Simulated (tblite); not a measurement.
Give a GFN2-xTB geometry of `[SiH3]Cc1ccc(C)cc1`.

```xyz
21
C8H12Si angstrom
C      3.387    0.481    0.476
C      1.962    0.136    0.159
C      1.329    0.673   -0.954
C      0.011    0.368   -1.236
C     -0.716   -0.485   -0.415
C     -2.149   -0.788   -0.701
Si    -3.284    0.486    0.156
C     -0.083   -1.017    0.701
C      1.235   -0.713    0.982
H      3.874   -0.334    1.006
H      3.946    0.695   -0.432
H      3.425    1.367    1.112
H      1.875    1.337   -1.610
H     -0.463    0.793   -2.111
H     -2.328   -0.768   -1.777
H     -2.396   -1.790   -0.347
H     -2.970    1.824   -0.345
H     -4.676    0.148   -0.152
H     -3.065    0.431    1.602
H     -0.631   -1.683    1.354
H      1.708   -1.143    1.855
```

Any rigid rotation of these coordinates is as good. Atoms count from 1 in this order. Si7 (SiH3 silicon) is tetrahedral (angles from 108.5° to 110.1°). Of the pairs four or more bonds apart, H16···H20 is among the closest relative to their van der Waals radii: 2.45 Å, 102 % of the sum of Bondi's values. The C–C distances run from 1.382 Å (C8–C9, aromatic) to 1.499 Å (C1–C2, drawn single), a spread of 0.117 Å. The 6-membered ring C2–C3–C4–C5–C8–C9 has internal angles of 118.1° to 120.9° (sum 720°, against 720° for a flat polygon); it is planar, 0.00 Å rms from its mean plane, widest ring torsion 0°.

Bonds between heavy atoms (Å): C1–C2 1.499, C2–C3 1.389, C3–C4 1.382, C4–C5 1.390, C5–C6 1.492, C6–Si7 1.910, C5–C8 1.390, C8–C9 1.382, C2–C9 1.389.

Structure optimised with GFN2-xTB, isolated species.

Point group: Cs (tolerance 0.08 Å). Its GFN2-xTB frequencies are all real (lowest 20 cm⁻¹). The numbers are those of one conformer (C4–C5–C6–Si7 -89°).

The numbers are calculated, not measured.
